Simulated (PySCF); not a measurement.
**Kr⁺ (krypton, charge +1) across methods**

[Ar] 3d10 4s1 4p5 4d1, one real determinant (an excited configuration). Computed with PySCF 2.14 in aug-cc-pVTZ-PP with one added diffuse shell each of s, d, f type with ECP10MDF (7s5p5d3f, 68 functions), with a scalar-relativistic core potential.

| method | E (hartree) | mean ε 4p α (eV) | mean ε 4p β (eV) | mean ε 4d α (eV) | Σ⟨r²⟩ (bohr²) | ⟨S²⟩ |
| --- | --- | --- | --- | --- | --- | --- |
| LDA | -461.3249 | -23.902 | -21.861 | -6.500 | 38.46 | 3.751 |
| r2SCAN | -461.8223 | -24.558 | -21.885 | -6.601 | 38.27 | 3.752 |
| HSE06 | -461.9201 | -25.223 | -22.355 | -6.983 | 38.29 | 3.751 |
| CAM-B3LYP | -461.9375 | -26.994 | -24.239 | -8.342 | 38.24 | 3.752 |
| r2SCANh | -461.8195 | -25.207 | -22.289 | -6.911 | 38.22 | 3.752 |
| PBE0 | -461.9275 | -25.670 | -22.728 | -7.362 | 38.26 | 3.752 |
| UHF | -460.58181 | -30.520 | -24.783 | -9.292 | 38.87 | 3.755 |
| revPBE | -462.0443 | -23.799 | -21.571 | -6.581 | 38.51 | 3.752 |
| PBE | -461.9704 | -23.811 | -21.632 | -6.573 | 38.48 | 3.751 |

⟨L²⟩ = 7.91 against 12 for a pure F term, so this real determinant mixes terms. Energies and moments cover only the electrons outside the core potential. The outer electron is Rydberg-like, and this basis confines it to a smaller radius and binds it less than a complete one would.
